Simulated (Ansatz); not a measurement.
B(NCMe)H3 (C₂H₆BN). Charge 0, multiplicity 3. Geometry r2SCAN-D4/def2-SVP, that of the neutral singlet.

```xyz
10

B     0.1104    1.9319    0.7766
N     0.0301    0.5177    0.2081
C    -0.0315   -0.5546   -0.2227
C    -0.1082   -1.8948   -0.7616
H     0.8901   -2.3582   -0.7698
H    -0.4946   -1.8680   -1.7919
H    -0.7805   -2.5129   -0.1474
H    -1.0363    2.3597    0.7845
H     0.8420    2.5598    0.0226
H     0.5788    1.8193    1.9017
```

At PBE0-D4/def2-TZVP a singlet of charge 0 lies 5.44 eV below the triplet at the same geometry.

Estimate the α-spin orbital energies around the gap (eV) in Ansatz with PBE-D4/def2-TZVP, r2SCAN-D4/def2-TZVP, PBE0-D4/def2-TZVP.


| orbital | PBE-D4/def2-TZVP | r2SCAN-D4/def2-TZVP | PBE0-D4/def2-TZVP |
| --- | --- | --- | --- |
| HOMO−5 | -10.46 | -10.92 | -12.16 |
| HOMO−4 | -9.89 | -10.41 | -11.65 |
| HOMO−3 | -9.52 | -9.85 | -11.01 |
| HOMO−2 | -8.02 | -8.46 | -9.54 |
| HOMO−1 | -7.30 | -7.51 | -8.56 |
| HOMO | -1.50 | -1.85 | -2.82 |
| LUMO | -0.91 | -0.68 | 0.16 |
| LUMO+1 | -0.04 | 0.57 | 0.72 |
| LUMO+2 | 1.36 | 2.10 | 2.13 |
| LUMO+3 | 1.71 | 2.61 | 2.44 |
| LUMO+4 | 2.01 | 2.77 | 2.77 |
| LUMO+5 | 2.05 | 2.91 | 2.80 |
| β HOMO | -7.01 | -7.19 | -8.17 |
| β LUMO | -6.69 | -6.47 | -5.86 |
